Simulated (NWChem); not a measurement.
# HSOF2 cation; SMILES FS(=[OH+])F

Results from NWChem. Pople sets run with spherical d functions. The geometry was optimised at PBE0/def2-SVP. Level: PBE0/6-31G* with SMD (1 M gas to 1 M solution), gas-phase geometry. Reactions with the solvent are ignored.

```tsv
solvent	dielectric constant	solvation free energy (kcal/mol)	cavity-dispersion-structure term (kcal/mol)
water	78.4	-66.9	2.4
chlorobenzene	5.70	-52.6	-0.5
acetonitrile	35.7	-63.6	-0.2
toluene	2.37	-37.4	-0.8
1-octanol	9.86	-62.2	0.6
ethylene glycol	40.2	-66.3	2.1
```
